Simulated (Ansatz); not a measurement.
Consider the ligand exchange at the Si–C bond: `C[Si](Cl)(Cl)C#N` + H₂S → `C[Si](S)(Cl)Cl` + `C#N`.

Gas-phase electronic energies from Ansatz, PBE0-D4/def2-TZVP geometries. CCSD(T)/CBS adds triple-zeta CCSD(T) − MP2 to the extrapolated MP2 energy (def2 sets, frozen cores). This one scheme is used for every species. DFT in def2-TZVPP. B3LYP here is the variant with VWN-RPA as its local correlation; programs differ in this. Each species was taken in one conformer, which may not be the lowest.

```tsv
level	ΔE (kJ/mol)
B3LYP-D4	-25.7
ωB97M-V	-26.9
r2SCAN0	-28.4
BHLYP	-21.2
```

(1) What does CCSD(T)/CBS give? (Best estimate.)

(2) What do rigid-rotor, harmonic-oscillator terms from PBE0-D4/def2-TZVP frequencies (298.15 K, 1 bar) make of the CCSD(T)/CBS value? (An estimate is asked.)

Largest T1 diagnostic among the species: 0.014.

Results:

(1) Computed: -27.8 kJ/mol. The listed levels differ from it by 2.1, 0.9, -0.6, 6.6 kJ/mol.

(2) Ansatz gave: ΔZPE = +6.4 kJ/mol, ΔH = -22.5 kJ/mol, ΔS = -7 J/(mol·K), ΔG = -20.3 kJ/mol.

At CCSD(T), def2-SVP lies +10.9 kJ/mol from the extrapolated value and def2-TZVPP +5.1 kJ/mol. The D4 term adds −4.8 kJ/mol with B3LYP and −2.3 kJ/mol with PBE0; it sums over pairs of atoms, weighted by their polarisabilities, and B3LYP, whose exchange is more repulsive, gets the larger term. Leaving LDA and LC-ωPBE aside and taking each functional with its dispersion term where it has one, the values, not all of them listed here, spread over 8.4 kJ/mol, from revPBE-D4 to B2PLYP.
